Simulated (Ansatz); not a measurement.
One change: `[BH2][Al]([NH2])[NH2]` becomes `[NH2][Al]([NH2])[OH]`.

Ansatz, PBE0-D4/def2-TZVP geometries, multiplicity 1. Each molecule was computed in one conformer, which needn't be the lowest.

| property | `[BH2][Al]([NH2])[NH2]` |
| --- | --- |
| HOMO–LUMO gap (PBE/def2-TZVPP) / eV | 2.25 |
| HOMO–LUMO gap (PBE0/def2-TZVPP) / eV | 4.57 |
| LUMO energy (ωB97M-V/def2-TZVPP) / eV | -0.30 |
| size of the dipole moment (ωB97M-V/def2-TZVPP) / D | 0.95 |
| zero-point energy (PBE0-D4/def2-TZVP) / kJ/mol | 185.1 |
| size of the dipole moment (B3LYP/def2-TZVPP) / D | 0.98 |

(1) Give the same properties after the change, and the shifts. (Estimate.)

Results:

(1) Computed: 
| property | `[NH2][Al]([NH2])[OH]` | shift |
| --- | --- | --- |
| HOMO–LUMO gap (PBE/def2-TZVPP) / eV | 4.71 | 2.46 |
| HOMO–LUMO gap (PBE0/def2-TZVPP) / eV | 6.97 | 2.40 |
| LUMO energy (ωB97M-V/def2-TZVPP) / eV | 1.55 | 1.85 |
| size of the dipole moment (ωB97M-V/def2-TZVPP) / D | 1.52 | 0.57 |
| zero-point energy (PBE0-D4/def2-TZVP) / kJ/mol | 169.2 | -15.9 |
| size of the dipole moment (B3LYP/def2-TZVPP) / D | 1.52 | 0.54 |

With PBE0 the HOMO falls by 0.08 eV and the LUMO rises by 2.32 eV, so the gap widens by about 2.40 eV. PBE moves the HOMO by 0.01 eV and ωB97M-V by -0.10 eV. The zero-point energy changes by -15.9 kJ/mol with -3 modes. Dipoles are sizes alone; their direction can turn.

B3LYP here is the variant with VWN-RPA as its local correlation; programs differ in this.
